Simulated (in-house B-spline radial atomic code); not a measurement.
Ionising Re+ with different functionals

Computed with a radial B-spline atomic code at the basis-set limit: scalar-relativistic (spin-free X2C) Hamiltonian, Fermi nucleus of rms radius 5.3698 fm, spin-polarised at highest spin, spherical fractional occupations for the functionals, and exact exchange of hybrids averaged over the configuration. The ionisation energy is the difference of two self-consistent energies, [Xe] 4f14 5d5 6s1 → [Xe] 4f14 5d5, without Breit or QED terms; ε is the level of the shell that loses the electron (its least bound occupied spin orbital). There is no spin-orbit coupling in this Hamiltonian.

| method | rung | ΔSCF (eV) | -ε(6s) (eV) |
| --- | --- | --- | --- |
| PBE0 | global hybrid | 16.90 | 14.29 |
| B3LYP | global hybrid | ? | ? |
| TPSSh | global hybrid | 16.88 | 13.75 |
| M06-2X | global hybrid | 16.89 | 15.54 |
| BHandHLYP | global hybrid | 16.41 | 14.74 |
| r2SCAN0 | global hybrid | ? | ? |
| B97-1 | global hybrid | 16.63 | 13.91 |
| HSE06 | range-separated hybrid | 16.91 | 13.88 |
| wB97X | range-separated hybrid | 16.16 | 15.82 |
| CAM-B3LYP | range-separated hybrid | 16.73 | 15.30 |
| LC-wPBE | range-separated hybrid | 16.59 | 16.47 |

(1) What does r2SCAN0 give?

(2) What does B3LYP give?

(3) Among the functionals, which spreads more, the ΔSCF values or the orbital energies?

(4) How do they compare with the NIST value?

## Answers

(1) ΔSCF 17.04 eV, and -ε(6s) = 14.62 eV.

(2) ΔSCF 16.93 eV, and -ε(6s) = 14.06 eV.

(3) The orbital energies: ΔSCF values span about 0.89 eV and the orbital energies 2.72 eV.

(4) NIST lists 16.6 eV ± 0.5 (semi-empirical, ground level to ground level). Errors run from -0.44 to +0.44 eV; all lie within about twice that uncertainty, so the table can't rank the methods.
